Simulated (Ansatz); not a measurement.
Isolated molecules relaxed with PBE0-D4/def2-TZVP in Ansatz; ΔE leaves out vibrations. CBS: MP2 limit from def2 TZ/QZ plus the TZ coupled-cluster correction, frozen cores. This one scheme is used for every species. Functionals use def2-TZVPP. For Ge outer-core shells are correlated without core-valence functions, which leaves a few kJ/mol of doubt a bond. Scalar relativity is left out up to krypton. Each species was taken in one conformer, which may not be the lowest.

`C[CH](C)[Ge][F]` + H₂O → `[OH][Ge][F]` + `CCC`  (formal hydrolysis of a Ge–C bond)

| level | ΔE (eV) |
| --- | --- |
| r2SCAN-D4 | -1.46 |
| r2SCAN | -1.48 |
| LC-ωPBE | -1.45 |
| RPA@PBE/def2-TZVPP | -1.34 |

Task: What does CCSD(T)/CBS give? (Estimate.)

Result: Ansatz gave: -1.31 eV. The listed levels differ from it by -0.15, -0.17, -0.14, -0.03 eV.

Task: What do rigid-rotor, harmonic-oscillator terms from PBE0-D4/def2-TZVP frequencies (298.15 K, 1 bar) make of the CCSD(T)/CBS value? (Best estimate.)

Result: Ansatz gave: ΔZPE = +0.08 eV, ΔH = -1.28 eV, ΔS = -7 J/(mol·K), ΔG = -1.26 eV. Modes under 50 cm⁻¹ make the entropy rough.

Largest T1 diagnostic among the species: 0.015.

From PBE to PBE0 (25 % exact exchange), in def2-TZVPP and without D4, ΔE moves by +0.03 eV. The D4 term adds +0.12 eV with B3LYP and +0.07 eV with PBE0; it sums over pairs of atoms, weighted by their polarisabilities, and B3LYP, whose exchange is more repulsive, gets the larger term.

B3LYP here is the variant with VWN-RPA as its local correlation; programs differ in this.
